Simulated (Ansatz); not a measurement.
Cartesian coordinates in Å:
```
F 1.1328 1.0668 -2.4510
Si 0.3933 1.1246 -1.0297
C 0.4080 -0.5709 -0.2693
Si -0.6735 -0.7900 1.2239
F -0.3836 0.4009 2.2582
H -0.9979 1.5788 -1.2742
H 1.1225 2.1003 -0.1877
H 1.4384 -0.8437 -0.0182
H 0.0569 -1.2848 -1.0258
H -0.3902 -2.0653 1.9255
H -2.1066 -0.7167 0.8483
```

Total charge 0; spin multiplicity 1.

List the ωB97M-V/def2-TZVPP orbital energies in eV (the Gaussian-basis code of Ansatz). (Estimate.)

The calculation gave: Occupied: -1808.02, -1807.92, -677.47, -677.34, -281.42, -148.99, -148.89, -103.15, -103.08, -103.07, -103.05, -102.98, -102.98, -36.02, -35.89, -23.05, -18.43, -17.92, -15.75, -15.67, -15.37, -15.28, -14.93, -14.85, -14.38, -12.53, -11.91, -11.79, -11.35. Lowest empty: 1.57, 2.07, 2.33, 3.12, 3.57, 3.70, 3.82, 3.96.
